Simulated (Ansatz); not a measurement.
`C=C[SiH3]` + `[SiH3]OB(S)Cl` → `C=C[SiH2]S` + `[SiH3]OBCl`  (redistribution)

Isolated molecules relaxed with PBE0-D4/def2-TZVP in Ansatz; ΔE leaves out vibrations. CCSD(T)/CBS is the MP2 limit (def2-TZVPP, def2-QZVPP) plus CCSD(T) − MP2 in def2-TZVPP, frozen cores. This one scheme is used for every species. Functionals use def2-TZVPP. B3LYP here is the variant with VWN-RPA as its local correlation; programs differ in this. HSE06 is defined as in plane-wave codes. Each species was taken in one conformer, which may not be the lowest.

```csv
level,ΔE (kJ/mol),difference from CCSD(T)/CBS
revPBE-D4,1.9,6.7
BLYP-D4,0.5,5.3
r2SCAN-D4,-0.6,4.2
B97M-V,2.5,7.3
PBE0-D4,-1.1,3.7
B3LYP-D4,-1.0,3.8
r2SCANh-D4,-1.2,3.6
r2SCAN0-D4,-2.0,2.8
HSE06-D4,-1.2,3.6
BHLYP-D4,-3.2,1.6
CAM-B3LYP-D4,-0.6,4.2
ωB97X-V,-2.6,2.2
ωB97M-V,-4.0,0.8
B2PLYP,-2.8,2.0
PBE-QIDH,-2.6,2.2
PBE,-0.6,4.2
revPBE,-2.1,2.7
BLYP,-1.9,2.9
r2SCAN,-0.8,4.0
B3LYP,-2.6,2.2
r2SCANh,-1.4,3.4
r2SCAN0,-2.3,2.5
HSE06,-2.0,2.8
BHLYP,-4.1,0.7
CAM-B3LYP,-1.5,3.3
LC-ωPBE,-1.8,3.0
RPA@PBE/def2-TZVPP,-0.3,4.5
HF/def2-SVP,2.1,6.9
CCSD/def2-SVP,11.2,16.0
CCSD(T)/def2-SVP,12.5,17.3
MP2/def2-TZVPP,-2.6,2.2
SCS-MP2/def2-TZVPP,-3.0,1.8
CCSD/def2-TZVPP,-2.7,2.1
CCSD(T)/def2-TZVPP,-1.6,3.2
HF/def2-QZVPP,-8.3,-3.5
MP2/def2-QZVPP,-4.7,0.1
SCS-MP2/def2-QZVPP,-5.1,-0.3
HF/CBS(def2),-8.4,-3.6
MP2/CBS(def2),-5.7,-0.9
CCSD/CBS(def2),-5.8,-1.0
CCSD(T)/CBS,-4.8,0
```

Largest T1 diagnostic among the species: 0.012.

In def2-TZVPP, CCSD(T) changes the Hartree–Fock value by +5.9 kJ/mol (the triples alone add +1.1 kJ/mol) and MP2 by +4.9 kJ/mol. At CCSD(T), def2-SVP lies +17.3 kJ/mol from the extrapolated value and def2-TZVPP +3.2 kJ/mol.
